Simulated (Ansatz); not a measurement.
C3H8BeS (SMILES C[CH2][Be][S]C), singlet, geometry from GFN2-xTB (such geometries of metal compounds can be far from the true shape), atoms displaced at random by about 0.08 Å a coordinate; HF/6-31G, gradient (Ansatz, a program for electronic structure).

Here is a job for Ansatz.
Ansatz 0.2 input:
```yaml
crystal:
  periodic: [false, false, false]
  atoms:
    - {symbol: Be, position_ang: [0.11746922, -0.02140484, 0.52843161]}
    - {symbol: C, position_ang: [-0.22389409, -1.22220949, 1.87648472]}
    - {symbol: C, position_ang: [-0.13005447, -2.65466920, 1.67111881]}
    - {symbol: H, position_ang: [-1.41610584, -0.83075566, 2.17952604]}
    - {symbol: H, position_ang: [0.50999538, -0.84320434, 2.55696815]}
    - {symbol: H, position_ang: [0.84578046, -3.01184482, 1.15095525]}
    - {symbol: H, position_ang: [-0.71042772, -2.95585466, 0.70161717]}
    - {symbol: H, position_ang: [-0.17833080, -3.26798649, 2.46927663]}
    - {symbol: S, position_ang: [0.69891754, 1.19779159, -0.85439662]}
    - {symbol: C, position_ang: [-0.83052224, 1.60777738, -2.04153541]}
    - {symbol: H, position_ang: [-1.24991116, 0.70155906, -2.21992379]}
    - {symbol: H, position_ang: [-0.40692257, 2.44807371, -2.54926747]}
    - {symbol: H, position_ang: [-1.38726038, 2.16098214, -1.37770067]}
basis:
  gaussian:
    orbitals: 6-31G
hamiltonian:
  xc: hf
output: {forces: true}
```

Output, abridged:

```
Functional definition: HF
902 factors; integrals over basis functions are off by at most 2.0e-4 eV
mean field evaluation 1: about -14427.4803 eV, gradient 2.6e1 eV
mean field evaluation 2: about -14427.4753 eV, gradient 2.6e1 eV
mean field evaluation 4: about -14429.6512 eV, gradient 2.9e0 eV
mean field evaluation 8: about -14429.6845 eV, gradient 4.3e-2 eV
mean field -14429.68448562 eV, -530.2811240551 hartree, gradient 2.7e-5 eV, S^2 0.000000; 0 other end points of the search recorded, 0 dependent functions left out
the calculation of the forces begins
reference -14429.68448562 eV, -530.2811240551 hartree; 23, 23 occupied and 42, 42 virtual orbitals, 902 factors
Total energy: -14429.68448562 eV, -530.2811240551 hartree
Atom 0 at     0.117469    -0.021405     0.528432 Å, force    -0.285817    -1.483466     0.874023 eV/Å
Atom 1 at    -0.223894    -1.222209     1.876485 Å, force    -2.992058     4.964732    -1.236510 eV/Å
Atom 2 at    -0.130054    -2.654669     1.671119 Å, force     1.901863    -1.695346    -7.491075 eV/Å
Atom 3 at    -1.416106    -0.830756     2.179526 Å, force     3.743415    -1.335936    -0.267081 eV/Å
Atom 4 at     0.509995    -0.843204     2.556968 Å, force    -0.175948     0.155236     1.293104 eV/Å
Atom 5 at     0.845780    -3.011845     1.150955 Å, force    -0.661937     1.273592     1.456663 eV/Å
Atom 6 at    -0.710428    -2.955855     0.701617 Å, force    -0.275981     0.068313     2.729825 eV/Å
Atom 7 at    -0.178331    -3.267986     2.469277 Å, force    -1.206119    -1.997826     2.573628 eV/Å
Atom 8 at     0.698918     1.197792    -0.854397 Å, force    -0.051600    -0.039282    -0.286227 eV/Å
Atom 9 at    -0.830522     1.607777    -2.041535 Å, force     3.092028     2.484688     3.407803 eV/Å
Atom 10 at    -1.249911     0.701559    -2.219924 Å, force    -1.009668    -1.831980    -2.317204 eV/Å
Atom 11 at    -0.406923     2.448074    -2.549267 Å, force     0.108165    -1.147545    -2.260689 eV/Å
Atom 12 at    -1.387260     2.160982    -1.377701 Å, force    -2.186342     0.584819     1.523741 eV/Å
Dipole moment:    -0.473937     0.032348    -0.075997 e Å
```
